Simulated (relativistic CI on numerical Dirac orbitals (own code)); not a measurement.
**Hyperfine structure of Hg59+, mass number 201**

Calculated at this level of theory: Dirac-Coulomb-Breit CI, KLI orbitals optimised for each configuration, model QED (radiative potential, 1s self-energy scaled to tabulated hydrogen-like ionisation energies), unscaled Slater integrals (own radial code, finite nucleus).

Configuration list (outside the closed core [Ne]): 3s2.3p6.3d3, 3s2.3p5.3d4, 3s.3p6.3d4, 3s2.3p6.3d2.4s, 3s2.3p6.3d2.4p, 3s2.3p6.3d2.4d, 3s2.3p5.3d3.4s, 3s2.3p6.3d2.4f, 3s2.3p5.3d3.4p, 3s.3p6.3d3.4s, 3p6.3d4.4p, 3p6.3d5, 3p5.3d6, 3p5.3d5.4s, 3p6.3d4.4s, 3p5.3d4.4s2, 3s2.3p6.3d.4s2, 3s2.3p6.4s2.4p, 3s2.3p6.4s2.4d. Double excitations out of closed p, d and f shells are left out; levels of such configurations are missing from the list, as are those of other unlisted configurations, and high levels can miss mixing partners. These lack a partner that the ground configuration has and come out too high: 3s2.3p5.3d3.4p.

Nuclear spin I = 3/2, μ = -0.558 μN, Q = 0.387 b (tables of Stone and Pyykkö). The electronic factors are computed for point nuclear moments, without core polarisation or the Bohr-Weisskopf and QED corrections.

| Level | E (eV) | A (MHz) | B (MHz) |
| --- | --- | --- | --- |
| 3s2.3p6.3d3 4F_5/2 | 97.020 | -30890 | -18800 |
| 3s2.3p6.3d3 2G_7/2 | 108.457 | -33920 | 15800 |
| 3s2.3p6.3d3 4P_1/2 | 110.324 | 20720 |  |
| 3s2.3p6.3d3 4F_7/2 | 203.787 | -24830 | -5710 |
| 3s2.3p6.3d3 2P_1/2 | 218.934 | 9641 |  |
| 3s2.3p6.3d3 2H_11/2 | 219.422 | -29720 | 73300 |
| 3s2.3p6.3d3 2F_7/2 | 230.610 | -30740 | 14200 |

Levels with J = 0, under 50 % of one LS term, or S terms without an open s electron are left out. Small factors come from cancelling terms and can be off by tens of per cent or more.

At this charge energies of transitions that change n are usually good to better than 1 %, and those within a shell (Δn = 0) to a few per cent.

Task: Give the hyperfine levels of 3s2.3p6.3d3 4F_5/2 relative to its centre of gravity.

Result: With K = F(F + 1) − I(I + 1) − J(J + 1), E = AK/2 + B[¾K(K + 1) − I(I + 1)J(J + 1)]/[2I(2I − 1)J(2J − 1)]: F = 1: 149000, F = 2: 102300, F = 3: 18090, F = 4: -120600 MHz.

LS names give the leading component of a level, which can be under half, so a name can repeat, a term be missing and a line seem to break the LS rules.
